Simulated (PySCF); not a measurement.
# Dipole response of Li+ (lithium, charge +1)

1s2, closed-shell 1S. All numbers are calculated (PySCF 2.14, scalar relativity by spin-free X2C-1e, in x2c-QZVPPall with one added diffuse shell each of s, p type (7s5p2d1f, 39 functions)). Coupled (time-dependent) response in atomic units; α is the mean over directions.

```tsv
method	mean α (bohr³)	C₆ (like pair)	S(−4)
UHF	0.1882	0.07393	0.02610
PBE	0.2070	0.08447	0.03303
PBE0	0.2014	0.08131	0.03081
BHandHLYP	0.1961	0.07818	0.02899
BP86	0.2057	0.08378	0.03242
```

S(−4) is the Cauchy moment in α(ω) = α(0) + S(−4) ω² + …

α(iu) at PBE0:

```tsv
u (hartree)	α(iu) (bohr³)
0	0.2014
0.0500	0.2013
0.100	0.2011
0.200	0.2002
0.300	0.1987
0.500	0.1940
0.750	0.1856
1.00	0.1752
1.50	0.1514
2.00	0.1279
3.00	0.08956
5.00	0.04653
```

For an ion, C₆ is the dispersion term alone; charge-induced terms of lower order in 1/R come first.
